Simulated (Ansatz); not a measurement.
CH8BNOSi, SMILES `CB(N)O[SiH3]`, relaxed with RKS PBE-D4/def2-SVP in Ansatz 0.2.0 from a rough embedded geometry. The force threshold is 0.03 eV/Å; the program also tests the step.

Total charge 0; spin multiplicity 1.

Start:

```xyz
13

C    -1.627   -0.239    0.613
B    -0.094   -0.177    0.701
N     0.580    0.811    1.673
O     0.702   -1.222   -0.057
Si    1.079   -0.375   -1.541
H    -2.121   -0.424    1.617
H    -2.044    0.757    0.264
H    -2.020   -1.029   -0.090
H     1.613    0.617    1.538
H     0.402    1.742    1.297
H    -0.161   -0.033   -2.308
H     1.857    0.823   -1.329
H     1.834   -1.251   -2.379
```

| step | energy (eV) | largest force (eV/Å) | largest move (Å) |
| --- | --- | --- | --- |
| 1 | -13243.4099 | 3.225 | 0.000 |
| 2 | -13244.0023 | 1.993 | 0.195 |
| 3 | -13244.2426 | 2.304 | 0.195 |
| 4 | -13244.4571 | 0.687 | 0.200 |
| 5 | -13244.5599 | 0.541 | 0.200 |
| 6 | -13244.6216 | 0.240 | 0.200 |
| 7 | -13244.6280 | 0.854 | 0.194 |
| 8 | -13244.6525 | 0.104 | 0.200 |
| 9 | -13244.6540 | 0.113 | 0.064 |
| 10 | -13244.6545 | 0.209 | 0.131 |
| 11 | -13244.6586 | 0.069 | 0.036 |
| 13 (rejected) | -13244.6388 | 0.744 | 0.198 |
| 15 | -13244.6791 | 0.043 | 0.100 |
| 17 | -13244.6819 | 0.124 | 0.073 |
| 19 | -13244.6883 | 0.077 | 0.102 |
| 21 (rejected) | -13244.6882 | 0.295 | 0.168 |
| 23 | -13244.6927 | 0.134 | 0.098 |
| 25 | -13244.6966 | 0.182 | 0.018 |
| 27 | -13244.7356 | 0.275 | 0.198 |
| 29 | -13244.7717 | 0.214 | 0.200 |
| 31 | -13244.7808 | 0.090 | 0.073 |
| 33 (rejected) | -13244.7848 | 0.235 | 0.037 |
| 34 | -13244.7857 | 0.016 | 0.018 |

End:

```xyz
13

C    -1.492   -0.098    0.471
B     0.020    0.340    0.680
N     0.452    0.995    1.855
O     0.996    0.102   -0.285
Si    1.072   -0.630   -1.786
H    -1.572   -1.199    0.342
H    -2.155    0.187    1.313
H    -1.913    0.350   -0.454
H     1.423    1.276    1.992
H    -0.170    1.228    2.626
H    -0.294   -0.813   -2.397
H     1.899    0.239   -2.692
H     1.734   -1.976   -1.665
```

It took 49 s on 4 threads of a server CPU on a shared host, with 0.19 GiB of host memory at the peak.
